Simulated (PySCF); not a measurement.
From one molecule to another.

First species: P3H5.
Z-matrix (Å and degrees, PBE0-D3(BJ)/def2-TZVP geometry), rows numbered from 1:
```
P 
P   1  2.2271
P   2  2.2270  1   94.63
H   1  1.4222  2   93.29  3    85.99
H   1  1.4218  2   93.67  3   178.30
H   2  1.4239  1   92.64  3    92.75
H   3  1.4219  2   93.40  1   -87.56
H   3  1.4218  2   93.63  1  -179.92
```

Second species: C5H3NOS.
SMILES: `N#CSC1=COC=C1`

Levels: B97-2/pcSseg-2 for dipole moment, HOMO energy, LUMO energy and HOMO–LUMO gap; PBE0-D3(BJ)/def2-TZVP for rotational constant A and rotational constant C. Geometries: PBE0-D3(BJ)/def2-TZVP. Each species is one conformer at its optimised geometry, gas phase, non-relativistic unless stated; the electronic structure was computed with PySCF and density fitting.

The conformers computed, where there is a choice (atom-mapped SMILES and torsion angles):
- `[PH2:1][PH:2][PH2:3]`: H–P1–P2–P3 86°, H–P1–P2–P3 178°, H–P3–P2–P1 -88°, H–P3–P2–P1 180°
- `[N:1]#[C:2][S:3][c:4]1[cH:5][cH:6][o:7][cH:8]1`: C2–S3–C4–C5 -179°

Values for the first species:

| Quantity | Value |
| --- | --- |
| Dipole moment | 0.71 D |
| HOMO energy | -6.42 eV |
| LUMO energy | -0.52 eV |
| HOMO–LUMO gap | 5.90 eV |
| Rotational constant A | 9.093 GHz |
| Rotational constant C | 2.145 GHz |

Task: Estimate the same properties for the second species, and the change in each.

Result: 
| property | first | second | second less first |
| --- | --- | --- | --- |
| dipole moment | 0.71 D | 4.02 D | +3.31 D |
| HOMO energy | -6.42 eV | -6.76 eV | -0.34 eV |
| LUMO energy | -0.52 eV | -0.97 eV | -0.45 eV |
| HOMO–LUMO gap | 5.90 eV | 5.79 eV | -0.11 eV |
| rotational constant A | 9.093 GHz | 4.430 GHz | -4.663 GHz |
| rotational constant C | 2.145 GHz | 0.948 GHz | -1.197 GHz |

On the first: A dipole of 0.71 D is allowed in Cs, and pure rotational transitions are dipole-allowed. In atomic units the dipole is 0.28 e·bohr (1 au = 2.5417 D). The structure is a single PBE0-D3(BJ)/def2-TZVP conformer in the gas phase; no vibrational or solvent corrections.

On the second: The dipole equals about 13.4 × 10⁻³⁰ C·m (1 D = 3.33564 × 10⁻³⁰ C·m). Geometry: PBE0-D3(BJ)/def2-TZVP, one conformer, isolated molecule.
